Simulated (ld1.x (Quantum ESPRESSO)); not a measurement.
## u(r) = r·R(r): atom against pseudo-atom (Pt)

Columns: radius, all-electron u(r) and pseudo u(r) of the 5d shell (level -4.38 eV) of platinum in the configuration [Kr] 4d10 4f14 5s2 5p6 5d10 6s0 6p0; revPBE, scalar-relativistic, TM scheme, ld1.x (Quantum ESPRESSO) 7.5.

```
r (bohr)  all-electron  pseudo
   0.122        0.2441  0.0033
   0.244       -0.1873  0.0255
   0.366       -0.3799  0.0804
   0.488       -0.2064  0.1726
   0.610        0.0904  0.2963
   0.732        0.3664  0.4369
   0.854        0.5739  0.5749
   0.976        0.7088  0.6918
   1.098        0.7835  0.7751
   1.220        0.8134  0.8201
   1.342        0.8126  0.8300
   1.464        0.7918  0.8123
   1.586        0.7588  0.7766
   1.708        0.7191  0.7315
   1.830        0.6762  0.6831
   1.952        0.6324  0.6354
   2.074        0.5892  0.5902
   2.196        0.5475  0.5477
   2.318        0.5078  0.5078
   2.440        0.4704  0.4704
   2.562        0.4353  0.4353
   2.684        0.4025  0.4025
   2.806        0.3721  0.3721
   2.928        0.3439  0.3439
   3.050        0.3178  0.3178
   3.172        0.2936  0.2936
```

(1) How many radial nodes do the two functions have?

(2) At about which radius was the pseudo-wave matched?

(3) Is the pseudo-wave norm-conserving?

## Answers

(1) The all-electron 5d function has n − l − 1 = 2; the pseudo-wave has 0, since the states of the same l below it are removed with the core.

(2) 2.44 bohr. The columns agree to 0.0005 from 2.20 bohr on; several derivatives are matched, so the curves merge somewhat inside the radius.

(3) Yes: the TM scheme keeps the norm inside the radius equal to the all-electron one, which fixes the energy derivative of the logarithmic derivative at the level.
